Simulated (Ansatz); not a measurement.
Molecule: C$_{4}$H$_{3}$OSe, charge -1, multiplicity 1. It need not be the lowest isomer of its formula. Whether it binds its extra electron was not tested at this geometry. 
Geometry from a B3LYP-D3(BJ)/def2-TZVP (Ansatz, a quantum-chemistry and plane-wave program) optimisation:
SMILES: Oc1[c-]c[se]c1
```xyz
9

O     -2.2101     1.5806    -0.7629
C     -1.0418     0.9282    -0.3904
C      0.1626     1.7022    -0.2500
C      1.1837     0.9152     0.1120
Se     0.6930    -0.9992     0.3240
C     -1.0285    -0.4133    -0.1616
H     -1.9015     2.4957    -0.8476
H      2.2236     1.1385     0.3081
H     -1.8592    -1.0999    -0.2327
```
Charge -1, spin multiplicity 1.

Parts of the frozen-core correlation energy in cc-pVQZ (Ansatz, hartree). Frozen orbitals: 19; correlated occupied orbitals by spin: 16 and 16; virtual: 398 and 398. Spin-orbit coupling is left out. No relativistic terms. The restricted reference is unstable.

```tsv
term	value
reference (HF)	-2627.98260
MP2 opposite-spin	___
MP2 same-spin	___
CCSD correlation	-1.11611
(T)	___
T1 diagnostic	0.018
largest doubles amplitude	0.061
```

Q: Some entries are withheld; supply them.

A: 
- MP2 opposite-spin, value: -0.83206
- MP2 same-spin, value: -0.28210
- (T), value: -0.06450
